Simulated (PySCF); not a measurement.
# Run times: platinum in even-tempered 18s14p8d4f4g

Measured wall times of calculations with PySCF 2.14 in an even-tempered Gaussian basis (18 s from 5.4 bohr⁻², ratio 2.5; 14 p from 7 bohr⁻², ratio 2.5; 8 d from 12 bohr⁻², ratio 2.5; 4 f from 35 bohr⁻², ratio 2.7; 4 g from 52 bohr⁻², ratio 2.7), with scalar relativity by spin-free X2C-1e, run from one Python driver. Hardware: 2 threads of Neoverse-N1 on a shared host, 2.6 GiB allowed. The two-electron integrals over 164 functions were computed once and kept in memory (2.9 CPU seconds with the set-up); the times below exclude them. Kohn-Sham runs start from converged Hartree-Fock orbitals.

Launch command (the driver calls PySCF for each step listed in the task file):

```bash
OMP_NUM_THREADS=2 python atomrun2.py TASK.json OUT
```

```csv
species,step,iterations,wall time (s)
Pt⁴⁷⁺ [Ar] 3d10 4s2 4p1,UHF with spin-orbit constants,4,17
Pt⁴⁷⁺ [Ar] 3d10 4s2 4p1,LDA,5,1.6
Pt⁴⁷⁺ [Ar] 3d10 4s2 4p1,PBE,4,1.7
Pt⁴⁷⁺ [Ar] 3d10 4s2 4p1,PBE0,4,3.9
Pt⁴⁷⁺ [Ar] 3d10 4s2 4p1,r2SCAN,5,5.1
Pt⁴⁷⁺ [Ar] 3d10 4s2 4p1,TPSS,5,5.2
Pt⁴⁷⁺ [Ar] 3d10 4s2 4p1,M06-L,5,5.1
Pt⁴⁷⁺ [Ar] 3d10 4s2 4p1,MP2 (21 electrons),,6.1
```

Peak memory of the process: 1.1 GiB. Times on a shared host vary from run to run.
